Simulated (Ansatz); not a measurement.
H$_{5}$OPSSi, SMILES `OP([SiH3])S`, one more setting.

```yaml
crystal:
  periodic: [false, false, false]
  atoms:
    - {symbol: O, position_ang: [-0.448697, 1.066468, -1.587637]}
    - {symbol: P, position_ang: [-0.942085, -0.168134, -0.597977]}
    - {symbol: Si, position_ang: [1.040963, -0.921220, 0.157647]}
    - {symbol: S, position_ang: [-1.460694, 0.728126, 1.195852]}
    - {symbol: H, position_ang: [0.185058, 1.725063, -1.204677]}
    - {symbol: H, position_ang: [1.798005, 0.177943, 0.970732]}
    - {symbol: H, position_ang: [1.871025, -1.349622, -0.945884]}
    - {symbol: H, position_ang: [0.782947, -1.999010, 1.144139]}
    - {symbol: H, position_ang: [-2.808752, 0.766699, 0.951581]}
basis:
  gaussian: {orbitals: def2-mTZVPP}
hamiltonian: {xc: {name: B97}}
output: {forces: true}
```

```sh
$ ansatz run in.yaml --threads 2 --pin off --events-out ev --progress --plain --max-ram 4352MiB
```

Shortened log:

```
Functional definition: B97
1205 factors; integrals over basis functions are off by at most 1.4e-3 eV
mean field evaluation 1: about -30123.8655 eV, gradient 4.8e1 eV
mean field evaluation 2: about -30112.8928 eV, gradient 9.0e1 eV
mean field evaluation 4: about -30127.6938 eV, gradient 3.8e0 eV
mean field evaluation 8: about -30127.7590 eV, gradient 2.8e-1 eV
mean field evaluation 16: about -30127.7593 eV, gradient 7.9e-5 eV
mean field -30127.75925286 eV, -1107.1747312141 hartree, gradient 2.3e-5 eV, S^2 0.000000; 0 other end points of the search recorded, 0 dependent functions left out
reference -30127.75927805 eV, -1107.1747321396 hartree; 29, 29 occupied and 101, 101 virtual orbitals, 1205 factors
Total energy: -30127.75927805 eV, -1107.1747321396 hartree
Atom 0 at    -0.448697     1.066468    -1.587637 Å, force     0.789291     1.170311    -0.115183 eV/Å
Atom 1 at    -0.942085    -0.168134    -0.597977 Å, force    -0.022293    -0.574420    -0.986740 eV/Å
Atom 2 at     1.040963    -0.921220     0.157647 Å, force     0.535320     0.802890     1.691997 eV/Å
Atom 3 at    -1.460694     0.728126     1.195852 Å, force    -0.834787     0.505734     1.028592 eV/Å
Atom 4 at     0.185058     1.725063    -1.204677 Å, force    -0.764986    -0.855267    -0.338592 eV/Å
Atom 5 at     1.798005     0.177943     0.970732 Å, force    -0.502152    -0.644081    -0.700066 eV/Å
Atom 6 at     1.871025    -1.349622    -0.945884 Å, force     0.364198    -0.266090    -0.556970 eV/Å
Atom 7 at     0.782947    -1.999010     1.144139 Å, force     0.024264    -0.161156    -0.163264 eV/Å
Atom 8 at    -2.808752     0.766699     0.951581 Å, force     0.411146     0.022078     0.140226 eV/Å
Dipole moment:     0.114910     0.073997     0.083876 e Å
```

It took 4.5 s on 2 threads of an AMD EPYC 9R14 on a shared host, with 0.41 GiB of host memory at the peak.
